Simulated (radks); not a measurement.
The numbers below are computed, except where a source is named.
Q: Ionisation of neutral bismuth, [Hg] 6p3, to Bi+, [Hg] 6p2, under several functionals. Scalar-relativistic Kohn-Sham, spin-unpolarised, spherical densities, point nucleus; a radial shooting solver on a logarithmic mesh with Libxc functionals. The NIST Atomic Spectra Database gives 7.286 eV (measured). Rank these functionals by the error of their Delta-SCF ionisation energy: HCTH/407; PBE; exchange-only PBE; Wu-Cohen GGA.

A: From best to worst: exchange-only PBE 7.147 eV (-0.139); PBE 7.913 eV (+0.628); Wu-Cohen GGA 7.955 eV (+0.669); HCTH/407 7.996 eV (+0.711). Spin polarisation and multiplet splitting are left out, so open shells lie too high by an amount that depends on their filling. Spin-orbit splitting is averaged out at the scalar-relativistic level.

Beside tabulated values, note that spin-unpolarised runs miss the spin-polarisation part of the exchange energy of open shells, and scalar-relativistic runs lack spin-orbit coupling.
